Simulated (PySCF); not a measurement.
Compound: C₃H₂F₃S (charge -1).
Numbering: `[F:1][C:2]([F:3])([F:4])/[CH:5]=[CH:6]\[S-:7]` (hydrogens: H8 on C5; H9 on C6)

Jobs on this species (9 atoms, 64 electrons) with PySCF (density fitting). Hardware of each: one thread of an Intel Xeon at 2.70 GHz, shared host. Times come from a shared host and carry two figures at best. Peak memory is the resident size of the whole Python process, interpreter and libraries included.

```json
{"level and settings": "OLYP/pcSseg-1, fitting basis def2-universal-jkfit", "work": "shieldings", "basis functions": "136", "SCF cycles": "?", "wall time": "?", "peak memory": "?"}
{"level and settings": "PBE0/pcSseg-1", "work": "shieldings, charges and field gradients, density and orbital grids written", "basis functions": "136", "SCF cycles": "13", "wall time": "23 s", "peak memory": "0.65 GiB"}
{"level and settings": "PBE0/def2-SVPD", "work": "6 singlets by full TDDFT, 2 Tamm–Dancoff triplets, polarisability, density and orbital grids written", "basis functions": "172", "SCF cycles": "14", "wall time": "30 s", "peak memory": "0.72 GiB"}
```

Problem. Fill in the missing figures.

Solution. 
- OLYP/pcSseg-1, fitting basis def2-universal-jkfit; shieldings: 19 s, 0.62 GiB, 12 SCF cycles

Problem. What do all jobs in the table cost together?

Solution. About 72 s; the longest takes about 42 % of that, and about 1.6 times as long as the shortest.
